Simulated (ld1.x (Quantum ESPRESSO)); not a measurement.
**Pseudopotential generation for molybdenum: PAW, Wu–Cohen, scalar-relativistic.**

The input file (ld1.x (Quantum ESPRESSO) 7.5):

```
&input
   title='Mo', zed=42., rel=1, dft='WC', iswitch=3,
   config='[Kr] 4d6 5s0 5p0',
   nld=3, rlderiv=2.60, eminld=-7.0, emaxld=5.0, deld=0.02
 /
 &inputp
   pseudotype=3, lpaw=.true., tm=.true., lloc=-2, rcloc=1.65,
   nlcc=.true., new_core_ps=.true., rcore=1.30,
   which_augfun='BESSEL', rmatch_augfun=1.35,
   file_pseudopw='Mo.UPF', file_wfcaegen='ae.wfc', file_wfcncgen='nc.wfc', file_beta='beta', file_chi='chi', file_wfcusgen='us.wfc'
 /
6
4S  1  0   2.00   0.00  1.55  1.65  0.0
5S  2  0   0.00   0.00  1.55  1.65  0.0
4P  2  1   6.00   0.00  1.80  2.40  0.0
5P  3  1   0.00   0.00  1.80  2.40  0.0
4D  3  2   6.00   0.00  1.40  1.95  0.0
4D  3  2   0.00   0.25  1.40  1.95  0.0
 &test
   configts(1)='4s2 4p6 4d6 5s0 5p0'
 /
```

Command:

```bash
ld1.x < Mo.in > Mo.out
```

Output (shortened: banner, matrices, multipoles, cross overlaps and the repeated all-electron block are left out):

```
Program LD1 v.7.5
     --------------------------- All-electron run ----------------------------

     Mo
     scalar relativistic calculation

     atomic number is 42.00
     dft =WC   lsd =0 sic =0 latt =0  beta=0.20 tr2=1.0E-14
     Exchange-correlation= WC
                           (   1   4  11   4   0   0   0)
     mesh =1229 r(mesh) = 100.71859 a.u. xmin = -7.00 dx = 0.01250
     1 Ry =  13.60569312 eV, c = 137.03599908

     n l     nl                  e(Ry)          e(Ha)          e(eV)
     1 0     1S 1( 2.00)     -1456.5423      -728.2711    -19817.2672
     2 0     2S 1( 2.00)      -205.5627      -102.7814     -2796.8231
     2 1     2P 1( 6.00)      -183.7992       -91.8996     -2500.7161
     3 0     3S 1( 2.00)       -34.8342       -17.4171      -473.9440
     3 1     3P 1( 6.00)       -27.7005       -13.8503      -376.8852
     4 0     4S 1( 2.00)        -4.5685        -2.2843       -62.1577
     4 1     4P 1( 6.00)        -2.6750        -1.3375       -36.3953
     3 2     3D 1(10.00)       -16.0773        -8.0387      -218.7428
     4 2     4D 1( 6.00)        -0.1681        -0.0840        -2.2870
     5 0     5S 1( 0.00)        -0.2523        -0.1261        -3.4326
     5 1     5P 1( 0.00)        -0.0488        -0.0244        -0.6640

     final scf error:  5.6E-15 reached in  33 iterations

     Etot =   -8095.933014 Ry,   -4047.966507 Ha, -110150.780139 eV

     Ekin =    8347.441565 Ry,    4173.720782 Ha,  113572.728295 eV
     Encl =  -19519.454735 Ry,   -9759.727367 Ha, -265575.711049 eV
     Eh   =    3321.947367 Ry,    1660.973683 Ha,   45197.396444 eV
     Exc  =    -245.867211 Ry,    -122.933606 Ha,   -3345.193828 eV

     normalization and overlap integrals

     s(1S/1S) =  1.000000  <r> =   0.0352  <r2> =    0.0017  r(max) =   0.0229
     s(2S/2S) =  1.000000  <r> =   0.1537  <r2> =    0.0279  r(max) =   0.1303
     s(2P/2P) =  1.000000  <r> =   0.1340  <r2> =    0.0219  r(max) =   0.1041
     s(3S/3S) =  1.000000  <r> =   0.4291  <r2> =    0.2110  r(max) =   0.3819
     s(3P/3P) =  1.000000  <r> =   0.4308  <r2> =    0.2160  r(max) =   0.3771
     s(4S/4S) =  1.000000  <r> =   1.1094  <r2> =    1.3975  r(max) =   0.9874
     s(4P/4P) =  1.000000  <r> =   1.2438  <r2> =    1.7803  r(max) =   1.0777
     s(3D/3D) =  1.000000  <r> =   0.4154  <r2> =    0.2076  r(max) =   0.3206
     s(4D/4D) =  1.000000  <r> =   2.1600  <r2> =    6.1043  r(max) =   1.4188
     s(5S/5S) =  1.000000  <r> =   3.7188  <r2> =   16.0687  r(max) =   3.0037
     s(5P/5P) =  1.000000  <r> =   6.1086  <r2> =   45.2539  r(max) =   4.3703

     ------------------------ End of All-electron run ------------------------

     --------------------- Generating PAW atomic setup --------------------

      Generating local potential from pseudized AE potential:
      Matching radius rcloc =   1.6500
      Enforcing V''(0)=0 (lloc=-2)

      Local pseudo, rcloc= 1.669 Estimated cut-off energy=    11.55 Ry

      Computing core charge for nlcc:

       r > 1.32 : true rho core
      Core charge pseudized with two Bessel functions
      Integrated core pseudo-charge :   0.96
      Wfc-us  4S rcutus= 1.669  Estimated cut-off energy=    19.31 Ry
      Wfc-us  5S rcutus= 1.669  Estimated cut-off energy=    38.08 Ry
      Wfc-us  4P rcutus= 2.429  Estimated cut-off energy=    14.90 Ry
      Wfc-us  5P rcutus= 2.429  Estimated cut-off energy=    28.00 Ry
      Wfc-us  4D rcutus= 1.939  Estimated cut-off energy=    30.23 Ry
      Wfc-us  4D rcutus= 1.939  Estimated cut-off energy=    31.70 Ry

     Required augmentation: BESSEL   radius:    1.350000
     Suggested rho cutoff for augmentation:  53.16 Ry

     Estimated PAW energy = -361.776269 Ryd

     ------------------- End of pseudopotential generation -------------------

     Computing logarithmic derivative in   2.60153
     Computing logarithmic derivative in   2.60153
     Computing the partial wave expansion
     R is outside the sphere for l=    0 j= 0.00
     R is outside the sphere for l=    0 j= 0.00
     R is outside the sphere for l=    1 j= 0.00
     R is outside the sphere for l=    1 j= 0.00
     R is outside the sphere for l=    2 j= 0.00
     R is outside the sphere for l=    2 j= 0.00

     ---------------------- Testing the pseudopotential ----------------------

     Mo
     scalar relativistic calculation

     atomic number is 42.00   valence charge is 14.00
     dft = SLA  PW   WCX  PBC   lsd =0 sic =0 latt =0  beta=0.20 tr2=1.0E-14
     mesh =1229 r(mesh) = 100.71859 xmin = -7.00 dx = 0.01250

     n l     nl             e AE (Ry)        e PS (Ry)    De AE-PS (Ry)
     1 0     4S   1( 2.00)       -4.56851       -4.56851        0.00000
     2 1     4P   1( 6.00)       -2.67501       -2.67500       -0.00001
     3 2     4D   1( 6.00)       -0.16809       -0.16809        0.00000
     2 0     5S   1( 0.00)       -0.25229       -0.25229       -0.00000
     3 1     5P   1( 0.00)       -0.04880       -0.04881        0.00000

     eps = 6.1E-15  iter =  6

     Etot =   -8095.933014 Ry,   -4047.966507 Ha, -110150.780139 eV
     Etotps =  -361.776245 Ry,    -180.888122 Ha,   -4922.216566 eV

     Ekin =     192.613577 Ry,      96.306789 Ha,    2620.641222 eV
     Encl =    -423.313275 Ry,    -211.656638 Ha,   -5759.470519 eV
     Ehrt =     114.790674 Ry,      57.395337 Ha,    1561.806689 eV
     Ecxc =    -245.867221 Ry,    -122.933611 Ha,   -3345.193959 eV
     (Ecc =      -1.035555 Ry,      -0.517778 Ha,     -14.089449 eV)

     ---------------------- End of pseudopotential test ----------------------
```

Generation and configuration tests took about 2.5 s on one core of a shared server CPU.

Transferability test of the new file with ld1.x, input:

```
&input
   title='Mo', zed=42., rel=1, dft='WC', iswitch=2,
   config='[Kr] 4d6 5s0 5p0'
 /
 &test
   file_pseudo='Mo.UPF', nconf=8,
   configts(1)='4s2 4p6 4d6 5s0 5p0',
   configts(2)='4s2 4p6 4d5 5s1 5p0',
   configts(3)='4s2 4p6 4d5 5s0 5p0',
   configts(4)='4s2 4p6 4d4 5s0 5p0',
   configts(5)='4s2 4p6 4d5.5 5s0.5 5p0',
   configts(6)='4s2 4p6 4d4 5s1 5p1',
   configts(7)='4s2 4p6 4d2 5s0 5p0',
   configts(8)='4s2 4p6 4d4 5s1 5p0'
 /
```

```bash
ld1.x < Mo.test.in > Mo.test.out
```

Pseudopotential blocks of its output, shortened (energy terms left out; the distinct warnings before each block abridged to one line each):

```
     ---------------------- Testing the pseudopotential ----------------------

     n l     nl             e AE (Ry)        e PS (Ry)    De AE-PS (Ry)
     1 0     4S   1( 2.00)       -4.56851       -4.56851        0.00000
     2 1     4P   1( 6.00)       -2.67501       -2.67500       -0.00001
     3 2     4D   1( 6.00)       -0.16809       -0.16809        0.00000
     2 0     5S   1( 0.00)       -0.25229       -0.25229       -0.00000
     3 1     5P   1( 0.00)       -0.04880       -0.04881        0.00000

     eps = 6.1E-15  iter =  6

     Etot =   -8095.933014 Ry,   -4047.966507 Ha, -110150.780139 eV
     Etotps =  -361.776245 Ry,    -180.888122 Ha,   -4922.216566 eV

     ---------------------- End of pseudopotential test ----------------------

          ---------------------- Testing the pseudopotential ----------------------

     n l     nl             e AE (Ry)        e PS (Ry)    De AE-PS (Ry)
     1 0     4S   1( 2.00)       -4.72819       -4.72861        0.00043
     2 1     4P   1( 6.00)       -2.82704       -2.82735        0.00030
     3 2     4D   1( 5.00)       -0.27643       -0.27640       -0.00004
     2 0     5S   1( 1.00)       -0.30265       -0.30259       -0.00006
     3 1     5P   1( 0.00)       -0.07241       -0.07264        0.00023

     eps = 8.9E-15  iter = 13

     Etot =   -8095.989886 Ry,   -4047.994943 Ha, -110151.553914 eV
     Etotps =  -361.833243 Ry,    -180.916621 Ha,   -4922.992065 eV
     dEtot_ae =      -0.056871 Ry
     dEtot_ps =      -0.056998 Ry,   Delta E=       0.000127 Ry

     ---------------------- End of pseudopotential test ----------------------

          ---------------------- Testing the pseudopotential ----------------------

     n l     nl             e AE (Ry)        e PS (Ry)    De AE-PS (Ry)
     1 0     4S   1( 2.00)       -5.22450       -5.22430       -0.00020
     2 1     4P   1( 6.00)       -3.32638       -3.32625       -0.00013
     3 2     4D   1( 5.00)       -0.76475       -0.76466       -0.00009
     2 0     5S   1( 0.00)       -0.71801       -0.71802        0.00001
     3 1     5P   1( 0.00)       -0.42500       -0.42664        0.00165

     eps = 8.2E-16  iter = 12

     Etot =   -8095.483508 Ry,   -4047.741754 Ha, -110144.664294 eV
     Etotps =  -361.326791 Ry,    -180.663396 Ha,   -4916.101438 eV
     dEtot_ae =       0.449506 Ry
     dEtot_ps =       0.449454 Ry,   Delta E=       0.000053 Ry

     ---------------------- End of pseudopotential test ----------------------

          ---------------------- Testing the pseudopotential ----------------------

     n l     nl             e AE (Ry)        e PS (Ry)    De AE-PS (Ry)
     1 0     4S   1( 2.00)       -6.08028       -6.07992       -0.00037
     2 1     4P   1( 6.00)       -4.16942       -4.16865       -0.00076
     3 2     4D   1( 4.00)       -1.52967       -1.52938       -0.00029
     2 0     5S   1( 0.00)       -1.29280       -1.29273       -0.00008
     3 1     5P   1( 0.00)       -0.92065       -0.94360        0.02294  !

     eps = 6.3E-16  iter = 13

     Etot =   -8094.347957 Ry,   -4047.173979 Ha, -110129.214338 eV
     Etotps =  -360.191428 Ry,    -180.095714 Ha,   -4900.654029 eV
     dEtot_ae =       1.585057 Ry
     dEtot_ps =       1.584817 Ry,   Delta E=       0.000240 Ry

     ---------------------- End of pseudopotential test ----------------------

          ---------------------- Testing the pseudopotential ----------------------

     n l     nl             e AE (Ry)        e PS (Ry)    De AE-PS (Ry)
     1 0     4S   1( 2.00)       -4.64260       -4.64280        0.00020
     2 1     4P   1( 6.00)       -2.74561       -2.74577        0.00016
     3 2     4D   1( 5.50)       -0.21799       -0.21797       -0.00002
     2 0     5S   1( 0.50)       -0.27590       -0.27587       -0.00002
     3 1     5P   1( 0.00)       -0.05933       -0.05935        0.00003

     eps = 7.3E-15  iter = 11

     Etot =   -8095.968697 Ry,   -4047.984349 Ha, -110151.265629 eV
     Etotps =  -361.811991 Ry,    -180.905996 Ha,   -4922.702919 eV
     dEtot_ae =      -0.035683 Ry
     dEtot_ps =      -0.035746 Ry,   Delta E=       0.000063 Ry

     ---------------------- End of pseudopotential test ----------------------

          Warning: n=2, l=1 expected 0 nodes, found 1
     ---------------------- Testing the pseudopotential ----------------------

     n l     nl             e AE (Ry)        e PS (Ry)    De AE-PS (Ry)
     1 0     4S   1( 2.00)       -5.03069       -4.97319       -0.05750  !
     2 1     4P   1( 6.00)       -3.11911       -3.05712       -0.06199  !
     3 2     4D   1( 4.00)       -0.50780       -0.47422       -0.03358  !
     2 0     5S   1( 1.00)       -0.42466       -0.40792       -0.01674  !
     3 1     5P   1( 1.00)       -0.15271       -0.16243        0.00972  !

     eps = 7.8E-15  iter = 45

     Etot =   -8095.711997 Ry,   -4047.855998 Ha, -110147.773039 eV
     Etotps =  -361.565886 Ry,    -180.782943 Ha,   -4919.354495 eV
     dEtot_ae =       0.221018 Ry
     dEtot_ps =       0.210358 Ry,   Delta E=       0.010659 Ry

     ---------------------- End of pseudopotential test ----------------------

          BEWARE! Errors in PS-KS equations
     Warning: n=1, l=0 expected 0 nodes, found 1
     Warning: n=2, l=0 expected 1 nodes, found 3
     Warning: n=3, l=2 expected 0 nodes, found 1
     ---------------------- Testing the pseudopotential ----------------------

     n l     nl             e AE (Ry)        e PS (Ry)    De AE-PS (Ry)
     1 0     4S   1( 2.00)       -8.17988      -11.79741        3.61753  !
     2 1     4P   1( 6.00)       -6.22272       -8.03632        1.81359  !
     3 2     4D   1( 2.00)       -3.40189       -3.46200        0.06011  !
     2 0     5S   1( 0.00)       -2.67717       -2.67717        0.00000
     3 1     5P   1( 0.00)       -2.16336       -2.21825        0.05489  !

     eps = 2.9E-15  iter = 32

     Etot =   -8089.481552 Ry,   -4044.740776 Ha, -110063.003521 eV
     Etotps =  -303.634215 Ry,    -151.817108 Ha,   -4131.153951 eV
     dEtot_ae =       6.451462 Ry
     dEtot_ps =      58.142030 Ry,   Delta E=     -51.690567 Ry

     ---------------------- End of pseudopotential test ----------------------

          ---------------------- Testing the pseudopotential ----------------------

     n l     nl             e AE (Ry)        e PS (Ry)    De AE-PS (Ry)
     1 0     4S   1( 2.00)       -5.46632       -5.46657        0.00026
     2 1     4P   1( 6.00)       -3.55570       -3.55549       -0.00021
     3 2     4D   1( 4.00)       -0.94016       -0.94001       -0.00015
     2 0     5S   1( 1.00)       -0.80960       -0.80943       -0.00017
     3 1     5P   1( 0.00)       -0.48939       -0.49738        0.00799  !

     eps = 4.5E-15  iter = 25

     Etot =   -8095.395832 Ry,   -4047.697916 Ha, -110143.471399 eV
     Etotps =  -361.239317 Ry,    -180.619659 Ha,   -4914.911291 eV
     dEtot_ae =       0.537183 Ry
     dEtot_ps =       0.536928 Ry,   Delta E=       0.000255 Ry

     ---------------------- End of pseudopotential test ----------------------
```
